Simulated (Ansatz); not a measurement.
Consider the cleavage of the Al–B bond: `C[SiH2][B]([AlH2])[SiH3]` + `N=C=O` → `O=C=[N][AlH2]` + `C[SiH2]B[SiH3]`.

Isolated molecules relaxed with PBE0-D4/def2-TZVP in Ansatz; ΔE leaves out vibrations. CCSD(T)/CBS adds triple-zeta CCSD(T) − MP2 to the extrapolated MP2 energy (def2 sets, frozen cores). This one scheme is used for every species. Functionals use def2-TZVPP. B3LYP here is the variant with VWN-RPA as its local correlation; programs differ in this. One conformer a species, not always the lowest.

`C[SiH2][B]([AlH2])[SiH3]`:

Z-matrix (Å, degrees):
```
C
Si 1 1.887
H 1 1.092 2 111.3
H 1 1.092 2 109.7 3 -119.7
H 1 1.092 2 110.9 3 120.8
B 2 2.004 1 105.0 3 -60.1
H 2 1.493 1 109.0 3 62.9
H 2 1.493 1 109.5 3 179.5
Si 6 1.996 2 114.0 1 -83.9
Al 6 2.089 2 122.3 1 95.0
H 9 1.491 6 114.3 2 26.1
H 9 1.490 6 116.3 2 152.8
H 9 1.497 6 102.4 2 -90.2
H 10 1.593 6 119.6 2 -82.6
H 10 1.592 6 121.1 2 96.4
```

`N=C=O`:

Cartesian coordinates in Å:
```
N -0.706 0.135 0.263
C 0.482 -0.005 0.096
O 1.639 -0.098 0.069
H -1.415 -0.032 -0.428
```

`O=C=[N][AlH2]`:

```xyz
6

O    -1.364    2.550   -0.142
C    -0.816    1.523   -0.083
N    -0.254    0.470   -0.023
Al    0.582   -1.088    0.060
H     0.216   -2.047    1.254
H     1.635   -1.409   -1.067
```

`C[SiH2]B[SiH3]`:

```xyz
13

C     1.933   -0.109    0.237
Si    0.562   -1.308   -0.210
B    -1.298   -0.569   -0.086
Si   -1.692    1.396   -0.018
H     1.863    0.802   -0.363
H     1.871    0.177    1.290
H     2.915   -0.554    0.067
H     0.714   -2.568    0.573
H     0.674   -1.683   -1.658
H    -2.213   -1.341   -0.046
H    -1.632    1.732    1.439
H    -3.033    1.796   -0.524
H    -0.664    2.229   -0.703
```

```json
{"level": "r2SCAN-D4", "ΔE (kJ/mol)": "-143.8", "difference from CCSD(T)/CBS": "5.0"}
{"level": "PBE0", "ΔE (kJ/mol)": "-140.0", "difference from CCSD(T)/CBS": "8.8"}
{"level": "B3LYP", "ΔE (kJ/mol)": "-157.2", "difference from CCSD(T)/CBS": "-8.4"}
{"level": "MP2/def2-TZVPP", "ΔE (kJ/mol)": "-158.2", "difference from CCSD(T)/CBS": "-9.4"}
{"level": "SCS-MP2/def2-TZVPP", "ΔE (kJ/mol)": "-161.6", "difference from CCSD(T)/CBS": "-12.8"}
{"level": "CCSD(T)/def2-TZVPP", "ΔE (kJ/mol)": "-149.9", "difference from CCSD(T)/CBS": "-1.1"}
{"level": "HF/def2-QZVPP", "ΔE (kJ/mol)": "-182.4", "difference from CCSD(T)/CBS": "-33.6"}
{"level": "MP2/def2-QZVPP", "ΔE (kJ/mol)": "-157.8", "difference from CCSD(T)/CBS": "-9.0"}
{"level": "MP2/CBS(def2)", "ΔE (kJ/mol)": "-157.1", "difference from CCSD(T)/CBS": "-8.3"}
{"level": "CCSD/CBS(def2)", "ΔE (kJ/mol)": "-154.1", "difference from CCSD(T)/CBS": "-5.3"}
{"level": "CCSD(T)/CBS", "ΔE (kJ/mol)": "-148.8", "difference from CCSD(T)/CBS": "0"}
```

Largest T1 diagnostic among the species: 0.018.

The D4 term adds +6.5 kJ/mol with B3LYP and +3.8 kJ/mol with PBE0; it sums over pairs of atoms, weighted by their polarisabilities, and B3LYP, whose exchange is more repulsive, gets the larger term. From PBE to PBE0 (25 % exact exchange), in def2-TZVPP and without D4, ΔE moves by −9.4 kJ/mol.
